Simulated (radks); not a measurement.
Q: Radial electron density D(r) = 4 pi r^2 rho(r) of an atom or ion with 40 electrons. All-electron calculation, scalar-relativistic Kohn-Sham, LDA (Slater exchange, Perdew-Wang correlation), spin-unpolarised, spherical densities, finite nucleus; Fermi nuclear charge, rms radius of each element as measured or else 0.836 A^(1/3) + 0.57 fm. Program: a radial shooting solver on a logarithmic mesh with Libxc functionals.

| r (bohr) | D(r) (e/bohr) |
|---|---|
| 0.005261 | 14.62 |
| 0.007073 | 21.95 |
| 0.009585 | 31.52 |
| 0.01289 | 41.76 |
| 0.01747 | 50.65 |
| 0.02348 | 54.49 |
| 0.03182 | 51.95 |
| 0.04279 | 47.04 |
| 0.05799 | 48.43 |
| 0.07796 | 59.35 |
| 0.1057 | 67.76 |
| 0.1421 | 58.71 |
| 0.1925 | 43.89 |
| 0.2589 | 46.64 |
| 0.3508 | 51.64 |
| 0.4717 | 34.95 |
| 0.6392 | 15.80 |
| 0.8663 | 12.30 |
| 1.165 | 10.10 |
| 1.579 | 4.789 |
| 2.122 | 2.130 |
| 2.876 | 0.9460 |
| 3.867 | 0.2098 |
| 5.241 | 0.01323 |
| 7.046 | 0.0001925 |

What is the nuclear charge?

A: Z = 43. The innermost maximum, from 1s, lies near gamma/Z bohr with gamma = sqrt(1 - (Z/c)^2) = 0.949, here 0.0221 bohr (found: 0.0241), and its height grows with Z. The density is that of the technetium ion Tc3+ in [Kr] 4d2 5s2; the configuration itself is not fixed sharply by these data, and Z only to a few units. D(r) has 3 maxima, at r = 0.0241, 0.107, 0.329 bohr, and minima at 0.0482, 0.212 bohr, inside which lie 2.03, 11.07 electrons.
